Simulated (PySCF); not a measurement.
FH7OSi3, SMILES O[Si@@H](F)[SiH2][SiH3].

Geometry: PBE-D3(BJ)/def2-SVP. The structure was generated by enumeration; whether it is a known compound was not checked. Other conformers were not sampled.

Method: PBE-D3(BJ)/def2-SVP (PySCF).

Frequencies are harmonic and unscaled.

Computed normal modes with their intensities:
| mode | ν (cm⁻¹) | IR (km/mol) | moving atoms (share of kinetic energy) |
|---|---|---|---|
| 1 | 27 | 0.5 | F 32 %, Si 30 %, O 24 %, H 14 % |
| 2 | 72 | 0.1 | Si 51 %, O 24 %, H 17 % |
| 3 | 115 | 0.1 | H 84 % |
| 4 | 142 | 1.0 | F 34 %, Si 27 %, H 26 %, O 14 % |
| 5 | 225 | 22.7 | Si 35 %, O 25 %, H 20 %, F 19 % |
| 6 | 258 | 35.7 | H 70 %, Si 20 % |
| 7 | 328 | 11.2 | H 81 %, Si 11 % |
| 8 | 339 | 83.3 | H 34 %, O 33 %, Si 17 %, F 17 % |
| 9 | 391 | 0.6 | Si 80 %, H 17 % |
| 10 | 446 | 10.7 | Si 74 %, H 24 % |
| 11 | 485 | 6.2 | H 78 %, Si 20 % |
| 12 | 502 | 1.6 | H 77 %, Si 21 % |
| 13 | 649 | 26.7 | H 92 % |
| 14 | 669 | 125.2 | H 82 %, Si 17 % |
| 15 | 705 | 153.1 | H 94 % |
| 16 | 790 | 51.0 | O 30 %, F 27 %, H 26 %, Si 16 % |
| 17 | 814 | 6.0 | H 76 %, O 16 % |
| 18 | 829 | 267.7 | H 90 %, Si 9 % |
| 19 | 862 | 160.5 | H 70 %, Si 17 %, F 10 % |
| 20 | 881 | 62.6 | H 75 %, Si 16 % |
| 21 | 903 | 30.8 | H 97 % |
| 22 | 905 | 23.9 | H 97 % |
| 23 | 922 | 117.8 | Si 42 %, H 26 %, O 21 %, F 11 % |
| 24 | 2140 | 41.1 | H 97 % |
| 25 | 2150 | 242.2 | H 97 % |
| 26 | 2154 | 18.2 | H 98 % |
| 27 | 2159 | 35.4 | H 96 % |
| 28 | 2170 | 72.0 | H 96 % |
| 29 | 2181 | 91.0 | H 96 % |
| 30 | 3748 | 83.5 | H 94 % |
